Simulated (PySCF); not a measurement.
PySCF 2.14 output of an unrestricted r2SCAN calculation on a single atom or ion in x2c-SVPall, with scalar relativity by spin-free X2C-1e:

```
SCF conv_tol = 1e-09
number electrons alpha = 23  beta = 20
    J. W. Furness, A. D. Kaplan, J. Ning, J. P. Perdew, and J. Sun.,  J. Phys. Chem. Lett. 11, 8208-8215 (2020)
    J. W. Furness, A. D. Kaplan, J. Ning, J. P. Perdew, and J. Sun.,  J. Phys. Chem. Lett. 11, 9248-9248 (2020)
    J. W. Furness, A. D. Kaplan, J. Ning, J. P. Perdew, and J. Sun.,  J. Phys. Chem. Lett. 11, 8208-8215 (2020)
    J. W. Furness, A. D. Kaplan, J. Ning, J. P. Perdew, and J. Sun.,  J. Phys. Chem. Lett. 11, 9248-9248 (2020)
cycle= 1 E= -4782.21027566603  delta_E= -0.00542  |g|= 0.0337  |ddm|= 0.0683
cycle= 2 E= -4782.21032792134  delta_E= -5.23e-05  |g|= 0.0135  |ddm|= 0.0135
cycle= 3 E= -4782.2103496414  delta_E= -2.17e-05  |g|= 0.00402  |ddm|= 0.00812
cycle= 4 E= -4782.21035364078  delta_E= -4e-06  |g|= 6.38e-05  |ddm|= 0.00236
cycle= 5 E= -4782.2103536421  delta_E= -1.32e-09  |g|= 1.98e-06  |ddm|= 4.64e-05
cycle= 6 E= -4782.2103536421  delta_E= -1.82e-12  |g|= 2.07e-07  |ddm|= 3.06e-06
converged SCF energy = -4782.2103536421  <S^2> = 3.7514517  2S+1 = 4.0007258
```

The run itself started from symmetry-adapted Hartree-Fock orbitals and held the occupation by maximum overlap, on a logarithmic radial grid, so the iterations belong to that start.

Question: Which element, charge and spin multiplicity is this?

Answer: Rh²⁺ (rhodium, charge +2), multiplicity 4; the state was [Kr] 4d7, high-spin 4F determinant.
